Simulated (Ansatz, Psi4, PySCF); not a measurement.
AlCl2 (SMILES [Cl][Al][Cl]), doublet, at a GFN2-xTB geometry (such geometries of metal compounds can be far from the true shape). Base run: B97M-V/6-311G** (PySCF).

Input for PySCF:
```python
from pyscf import gto, scf, dft

mol = gto.Mole()
mol.atom = '''
    Al    0.00160221    0.63542259    0.02351302
    Cl    1.85128917   -0.24859337    0.01717242
    Cl   -1.85251440   -0.23731802   -0.03515296
'''
mol.basis = '6-311g**'
mol.spin = 1
mol.verbose = 4
mol.build()

mf = dft.UKS(mol)
mf.xc = 'b97m_v'
mf.kernel()
```

The same geometry, method and basis name were run in Ansatz (a first-principles code) and Psi4 and PySCF, at each program's defaults and at the settings that a row names. The base is PySCF at its defaults. Differences at the defaults can come from grids, fitting, cores and function types together.

```json
[
 {"code and settings": "PySCF, defaults (exact integrals, its default grid, spherical functions)", "ΔE vs base (mEh)": "0.000", "basis functions": "78", "E (Eh)": "-1162.64879", "SCF cycles": "9", "dipole (D)": "1.06"},
 {"code and settings": "Psi4, defaults (density fitting with its default set, its default grid, spherical functions)", "ΔE vs base (mEh)": "-0.002", "basis functions": "78", "E (Eh)": "-1162.64879", "SCF cycles": "8", "dipole (D)": "1.06"},
 {"code and settings": "Ansatz, defaults (factorised integrals, its default grid, Cartesian functions)", "ΔE vs base (mEh)": "-3.027", "basis functions": "81", "E (Eh)": "-1162.65182", "SCF cycles": "-", "dipole (D)": "-"},
 {"code and settings": "PySCF, density fitting with def2-universal-jkfit", "ΔE vs base (mEh)": "-0.032", "basis functions": "78", "E (Eh)": "-1162.64882", "SCF cycles": "9", "dipole (D)": "1.06"},
 {"code and settings": "PySCF, fine grid", "ΔE vs base (mEh)": "0.004", "basis functions": "78", "E (Eh)": "-1162.64879", "SCF cycles": "9", "dipole (D)": "1.06"},
 {"code and settings": "Psi4, exact integrals, spherical functions, fine grid", "ΔE vs base (mEh)": "0.003", "basis functions": "78", "E (Eh)": "-1162.64879", "SCF cycles": "10", "dipole (D)": "1.06"},
 {"code and settings": "Ansatz, high accuracy, Cartesian functions as the basis file defines them", "ΔE vs base (mEh)": "-3.023", "basis functions": "81", "E (Eh)": "-1162.65182", "SCF cycles": "-", "dipole (D)": "-"}
]
```

Open shells are given as the SCF converged; they aren't shown to be the lowest states, and a large step between rows can be another state.
